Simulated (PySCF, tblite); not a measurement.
Isomers of C3H4O3Si, one GFN2-xTB conformer each. Single-point energies are computed at PBE0/pcSseg-1 (PySCF, gas phase, no added dispersion term), electronic only.

Question: Rank them by PBE0/pcSseg-1 energy, lowest first (kcal/mol).
A. `C=C1O[SiH2]OC1=O`
B. `C1O[SiH2]C(OC=1)=O`
C. `O1C(=O)CC([SiH2]1)=O`
D. `[O:1]=[CH:2][C@@H:3]1[O:4][C:5](=[O:6])[SiH2:7]1` with O1–C2–C3–O4 -172°
E. `[O:1]=[C:2]([OH:3])[C:4]#[C:5][SiH2:6][OH:7]` with O1–C2–O3–H 0°, C5–Si6–O7–H 53°

Answer: A (0.0), C (16.9), B (35.5), E (39.3), D (59.7).

As drawn, the lowest has an Si–O bond and a C=C bond outside aromatic rings, which the highest lacks; the highest has a four-membered ring and an Si–C bond, which the lowest lacks. GFN2-xTB itself gives, in the same order: 0.0, 35.5, 43.6, 64.4, 92.9. Both levels put the same isomer lowest; measured from each level's own lowest isomer, the values differ by up to 33.2 kcal/mol (O=C[C@@H]1OC(=O)[SiH2]1: 92.9 against 59.7).

Which frontier levels, dipoles and rotational constants go with these structures?

| SMILES | HOMO (eV, PBE0/pcSseg-1) | LUMO (eV) | dipole (D) | A, B, C (MHz) |
| --- | --- | --- | --- | --- |
| C=C1O[SiH2]OC1=O | -7.55 | -1.38 | 3.62 | 3819, 2409, 1506 |
| O=C1CC(=O)[SiH2]O1 | -7.35 | -1.94 | 2.37 | 3739, 2040, 1357 |
| O=C1OC=CO[SiH2]1 | -6.92 | -1.10 | 3.01 | 3467, 2507, 1481 |
| O=C(O)C#C[SiH2]O | -8.39 | -1.72 | 1.02 | 6938, 779.1, 713.9 |
| O=C[C@@H]1OC(=O)[SiH2]1 | -7.88 | -1.68 | 2.66 | 4610, 1506, 1229 |

What happens when harmonic zero-point energies from GFN2-xTB frequencies are added?

```csv
SMILES,ZPE (kcal/mol),electronic (kcal/mol),with ZPE (kcal/mol)
C=C1O[SiH2]OC1=O,41.6,0.0,0.0
O=C1CC(=O)[SiH2]O1,40.8,16.9,16.1
O=C1OC=CO[SiH2]1,41.0,35.5,35.0
O=C(O)C#C[SiH2]O,39.1,39.3,36.9
O=C[C@@H]1OC(=O)[SiH2]1,39.7,59.7,57.8
```

The zero-point energies span 2.5 kcal/mol. The order is unchanged.
